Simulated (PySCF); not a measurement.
## Sn+: excitation energy

Sn+ [Kr] 4d10 5s2 5p1 (2P) → Sn+ [Kr] 4d10 5s1 5p2, s spin flipped, as a difference of total energies. Computed with PySCF 2.14 in x2c-TZVPPall, with the spin-free X2C one-electron Hamiltonian (Gaussian nucleus). Correlated levels: valence: [Kr] 4d10 frozen. The calculations carry no spin-orbit coupling.

| method | excitation energy (eV) |
| --- | --- |
| UHF | 8.333 |
| MP2 (valence) | 7.857 |
| SCS-MP2 (valence) | 7.812 |

Task: How much does correlation contribute at MP2 (valence)?

Result: 7.857 − (8.333) = -0.476 eV, measured against UHF.

The upper determinant mixes two multiplicities, so it lies between the two terms.

The coupled-cluster amplitudes are large for the upper state (T1 above 0.03 or a double amplitude above 0.15), so a single reference is strained.
